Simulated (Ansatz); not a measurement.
Calculated with Ansatz (gas phase, PBE0-D4/def2-TZVP geometries, no zero-point term in ΔE). CBS: MP2 limit from def2 TZ/QZ plus the TZ coupled-cluster correction, frozen cores. Functionals use def2-TZVPP. For Ge outer-core shells are correlated without core-valence functions, which leaves a few kJ/mol of doubt a bond. Scalar relativity is left out up to krypton. Each species was taken in one conformer, which may not be the lowest.

Consider the redistribution: `C=C[SiH](O)O[SiH2]O` + `C[SiH](O)[O][GeH2][OH]` → `C=C[Si@@H](O)O[Si@@H](C)O` + `O[SiH2][O][GeH2][OH]`.

`C=C[SiH](O)O[SiH2]O`:

Z-matrix (Å, degrees):
```
Si
C 1 1.845
O 1 1.633 2 109.6
O 1 1.652 2 106.8 3 119.7
H 1 1.484 2 113.2 3 -120.2
C 2 1.330 1 122.8 3 5.2
H 2 1.089 1 118.8 3 -175.1
Si 3 1.638 1 138.2 2 95.2
H 4 0.959 1 116.6 2 155.4
H 6 1.086 2 122.3 1 179.9
H 6 1.086 2 121.5 1 -0.2
O 8 1.638 3 111.2 1 29.1
H 8 1.486 3 107.5 1 -93.0
H 8 1.477 3 109.3 1 146.2
H 12 0.961 8 116.2 3 -46.6
```

`C[SiH](O)[O][GeH2][OH]`:

Cartesian coordinates in Å:
```
C 1.052 -1.222 -1.243
Si -0.550 -0.356 -0.923
O -0.275 1.260 -1.205
O -1.051 -0.562 0.619
Ge -0.538 0.375 2.040
O 0.926 1.269 1.602
H 0.967 -2.287 -1.016
H 1.355 -1.113 -2.287
H 1.837 -0.799 -0.610
H -1.650 -0.821 -1.806
H -1.027 1.782 -1.490
H -1.699 1.322 2.389
H -0.144 -0.593 3.157
H 0.797 1.745 0.773
```

`C=C[Si@@H](O)O[Si@@H](C)O`:

```xyz
18

C     2.831   -1.237    1.277
C     1.657   -0.743    1.663
Si    0.885    0.735    0.872
O     1.783    1.058   -0.480
O    -0.660    0.418    0.461
Si   -1.430   -0.269   -0.822
C    -3.179    0.317   -0.895
O    -0.684    0.177   -2.216
H     3.271   -2.114    1.742
H     3.397   -0.781    0.470
H     1.126   -1.241    2.474
H     0.865    1.931    1.751
H     1.848    1.976   -0.743
H    -1.354   -1.744   -0.640
H    -3.217    1.404   -0.996
H    -3.719    0.034    0.012
H    -3.696   -0.125   -1.751
H     0.276    0.203   -2.179
```

`O[SiH2][O][GeH2][OH]`:

```xyz
11

O     0.212   -0.815    2.484
Si    1.007   -0.323    1.135
O     0.124   -0.537   -0.220
Ge   -1.082    0.429   -1.087
O    -0.255    1.327   -2.367
H     0.074   -1.755    2.604
H     2.252   -1.109    0.953
H     1.274    1.116    1.369
H    -1.678    1.498   -0.169
H    -2.070   -0.589   -1.672
H     0.143    0.757   -3.029
```

**Question.** Is it downhill or uphill in electronic energy at CCSD(T)/CBS, and by how much? (Best estimate.)

**Answer.** Computed: Uphill: ΔE = +4.7 kJ/mol.

**Question.** What do these levels give: ωB97M-V, PBE, r2SCAN, HF/def2-TZVPP, CCSD(T)/def2-TZVPP, MP2/CBS(def2)? (Estimate.)

**Answer.** Computed: ωB97M-V 6.5, PBE 1.8, r2SCAN 4.8, HF/def2-TZVPP -2.8, CCSD(T)/def2-TZVPP 4.7, MP2/CBS(def2) 4.6 kJ/mol.

Largest T1 diagnostic among the species: 0.012.

The D4 term adds +6.4 kJ/mol with B3LYP and +3.4 kJ/mol with PBE0; it sums over pairs of atoms, weighted by their polarisabilities, and B3LYP, whose exchange is more repulsive, gets the larger term. In def2-TZVPP, CCSD(T) changes the Hartree–Fock value by +7.5 kJ/mol (the triples alone add +1.3 kJ/mol) and MP2 by +7.5 kJ/mol.

B3LYP here is the variant with VWN-RPA as its local correlation; programs differ in this.
